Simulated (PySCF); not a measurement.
Compound: C7H7OPSi.
SMILES with atom numbers: `[SiH3:1][c:2]1[o:3][c:4]2[cH:5][cH:6][cH:7][cH:8][c:9]2[p:10]1`

Geometry (GFN2-xTB, Å), atoms numbered from 1 in this order:
```xyz
17
C7H7OPSi angstrom
Si     3.6397   -0.2804   -0.1563
C      1.7703   -0.4660    0.0112
O      1.1032    0.6806    0.2821
C     -0.2199    0.4777    0.3826
C     -1.1432    1.4805    0.6603
C     -2.4741    1.1358    0.7353
C     -2.8898   -0.1827    0.5370
C     -1.9798   -1.1773    0.2640
C     -0.6239   -0.8550    0.1848
P      0.8033   -1.8771   -0.1413
H      3.9639    1.0782    0.2744
H      4.2836   -1.2838    0.6915
H      4.0144   -0.4917   -1.5563
H     -0.8054    2.4941    0.8092
H     -3.2101    1.8956    0.9510
H     -3.9418   -0.4189    0.5998
H     -2.2974   -2.1976    0.1100
```

Definitions: NICS(0) = −σiso at the ring centroid; NICS(1) = −σiso and NICS(1)zz = −σzz at ±1 Å along the ring normal z. Level: GIAO PBE0/pcSseg-1 (PySCF, non-relativistic, gas phase) on the GFN2-xTB geometry, one conformer.

Ring bond lengths (Å), with Mayer bond orders in brackets: C2–O3 1.354 (1.03), O3–C4 1.342 (0.99), C4–C9 1.407 (1.24), C9–P10 1.785 (1.07), P10–C2 1.717 (1.54); C4–C5 1.391 (1.38), C5–C6 1.377 (1.49), C6–C7 1.397 (1.38), C7–C8 1.375 (1.51), C8–C9 1.396 (1.34), C9–C4 1.407 (1.24).

Q: What do the NICS probes read (ppm)?

A: 
```tsv
ring	type	NICS(0)	NICS(1), two faces	NICS(1)zz, two faces	rms pucker (Å)	centre to ring atoms, mean (Å)
C2–O3–C4–C9–P10	5-membered ring with O and P; formal bonds all aromatic	-10.0	-10.6 / -10.7	-23.6 / -23.7	0.00	1.29
C4–C5–C6–C7–C8–C9	6-membered carbocycle; formal bonds all aromatic	-10.2	-12.1 / -12.1	-30.1 / -30.1	0.00	1.39
```

Q: What can be read from them?

A: 
- C2–O3–C4–C9–P10: mean NICS(1)zz -23.7 ppm, shielded.
- C4–C5–C6–C7–C8–C9: mean NICS(1)zz -30.1 ppm, shielded. The ring is flat and has no four-coordinate atom; by the NICS criterion it is aromatic, though in fused rings the probe also feels the neighbouring ring.

Q: How equal are the bonds by HOMA? HOMA = 1 − mean of α(R − Ropt)² over the ring bonds, with Krygowski's 1993 parameters (CC: Ropt 1.388 Å, α 257.7 Å⁻²; CO: Ropt 1.265 Å, α 157.38 Å⁻²; CP: Ropt 1.698 Å, α 118.91 Å⁻²).

A: 
- C2–O3–C4–C9–P10: HOMA 0.35; the largest term is that of C2–O3, α(R − Ropt)² = 1.24.
- C4–C5–C6–C7–C8–C9: HOMA 0.97 = 1 − EN − GEO, with mean bond length 1.390 Å, EN = α(Ropt − mean)² = 0.002 and GEO = α × variance = 0.032. The geometric and the magnetic index point the same way.

Q: At the first NICS(1) probe listed for ring C4–C5–C6–C7–C8–C9, 1 Å off the ring, what do the in-plane components average?

A: The isotropic value is a third of the trace: (3 × -12.1 − (-30.1))/2 = -3.1 ppm.

Q: What are the shieldings of the ring atoms and their hydrogens in the same run (means over atoms taken as equivalent)?

A: 
```
atoms                  environment  σ isotropic (ppm)
   C2  substituted aromatic carbon              -21.4
   O3            furan-type oxygen               -7.0
   C4  ring-fusion aromatic carbon               18.7
   C5           aromatic CH carbon               67.6
   C6           aromatic CH carbon               54.9
   C7           aromatic CH carbon               59.2
   C8           aromatic CH carbon               52.3
   C9  ring-fusion aromatic carbon               39.1
  P10     phosphorus bonded to 2 C              138.0
  H14            aromatic hydrogen              23.62
  H15            aromatic hydrogen              23.91
  H16            aromatic hydrogen              24.08
  H17            aromatic hydrogen              23.22
```
